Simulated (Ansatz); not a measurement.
Total energies of Ga4P4 (the lowest singlet isomer of a short search) from Ansatz at PBE0-D4/def2-SVP, gas phase (1 Eh = 27.2114 eV = 2625.5 kJ/mol). The reference geometry is relaxed at PBE0-D4/def2-SVP.

```xyz
8

Ga   -0.144    0.038   -2.675
Ga   -1.471    1.112    1.943
Ga   -0.731   -1.782    1.862
Ga    2.345    0.632   -1.130
P    -1.452   -0.356   -0.555
P     0.536   -1.472   -0.298
P    -0.240    1.562   -0.212
P     1.157    0.266    1.065
```

| state | geometry | energy (Eh) |
| --- | --- | --- |
| charge 0 singlet | reference | -9062.06988 |
| charge 1 doublet | reference | -9061.80001 |
| charge -1 doublet | reference | -9062.12862 |
| free Ga atom (doublet) | – | -1924.30552 |
| free P atom (quartet) | – | -341.02153 |

Task: Work out the vertical ionisation energy to the doublet.

Result: E(charge 1 doublet) − E(charge 0 singlet) = -9061.80001 − (-9062.06988) = 0.26987 Eh = 7.34 eV. For comparison, −ε of the highest occupied level is 5.90 eV at this level, 1.44 eV less.

Task: Work out the vertical electron affinity, to the doublet.

Result: E(charge 0 singlet) − E(charge -1 doublet) = -9062.06988 − (-9062.12862) = 0.05874 Eh = 1.60 eV. The basis lacks diffuse functions, which makes affinities too small.

Task: Give the fundamental gap IE − EA, the Mulliken electronegativity (IE + EA)/2 and the hardness (IE − EA)/2.

Result: From the values in Eh: IE − EA = 0.26987 − 0.05874 = 0.21113 Eh = 5.75 eV; (IE + EA)/2 = 4.47 eV; (IE − EA)/2 = 2.87 eV. The HOMO–LUMO gap of the same run is 3.01 eV, 2.74 eV smaller than the fundamental gap.

Task: What is the binding energy per atom against free atoms?

Result: Atoms: 4 × (-1924.30552) + 4 × (-341.02153) = -9061.30820 Eh. Binding: -9061.30820 − (-9062.06988) = 0.76168 Eh = 20.73 eV, or 2.59 eV for each of 8 atoms (no zero-point energy, no counterpoise term).

 

The structure comes from a short search, and lower isomers may exist.
